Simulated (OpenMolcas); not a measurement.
Os5+: moving or changing the point charges

Os5+ among 5 point charges of -2 e arranged as a trigonal bipyramid (D3h), 1.86 Å from the ion, with the axial distance 1.823 Å.

```yaml
Program: OpenMolcas
Method: CASSCF
Basis: ANO-RCC-VTZP [8s7p5d3f2g1h]
Scalar_Hamiltonian: DKH2, point nucleus
Active_space: 3 electrons in 5 orbitals (5d)
State_averaging: 2S+1 = 4 even, 10 roots; 2S+1 = 2 even, 40 roots
Spin-orbit_coupling: RASSI with atomic mean-field integrals over the reference wave functions
```

Runs around this geometry, states (labels of D3, the rotations of D3h). Energies in cm-1 above the lowest state or level, χT in cm3 K/mol.

| R (Å) | q (e) | Axial / equatorial distance | Ground state | First state of that spin | First gap with spin-orbit (degeneracies) | χT at 300 K | First state of another spin |
| --- | --- | --- | --- | --- | --- | --- | --- |
| 1.86 | -1 | 0.98 | 4E | 4E 3195 | 1213 (2, 2) | 0.105 | 2E 16140 |
| 1.72 | -2 | 0.98 | 4E | 4E 5193 | 1978 (2, 2) | 0.120 | 2E 16242 |
| 1.86 | -2 | 0.98 | 4E | 4E 4150 | 1869 (2, 2) | 0.108 | 2E 16311 |
| 1.99 | -2 | 0.98 | 4E | 4E 3305 | 1713 (2, 2) | 0.103 | 2E 16269 |
| 1.86 | -2 | 1.06 | 4E | 4E 5793 | 1050 (2, 2) | 0.122 | 2E 16086 |

Taking the first state of the same spin as R^-n, n = -ln(3305 / 5193) / ln(1.99 / 1.72) = 3.1 between the shortest and longest distance.

Scaling the charges by -1 / -2 = 0.50 scales the first state of the same spin by 3195 / 4150 = 0.77; with fixed orbitals a first-order splitting would follow the charge.

Without dynamic correlation the repulsion within the d shell is too large (B by tens of per cent), so at a given field states of lower spin stand too high. Spin-orbit coupling mixes the spin-free states strongly: the lowest level takes only 50 % from its leading state, 4E (figures for R = 1.86, q = -1, ratio = 0.98; the like holds for R = 1.72, q = -2, ratio = 0.98, R = 1.86, q = -2, ratio = 0.98, R = 1.99, q = -2, ratio = 0.98, R = 1.86, q = -2, ratio = 1.06). An orbital doublet at a regular site is open to a Jahn-Teller distortion, which this geometry leaves out (holds for R = 1.72, q = -2, ratio = 0.98; R = 1.86, q = -2, ratio = 0.98; R = 1.99, q = -2, ratio = 0.98; R = 1.86, q = -2, ratio = 1.06). Point charges carry no covalency, so the field is a model and not that of real ligands. No measured value stands beside these numbers.
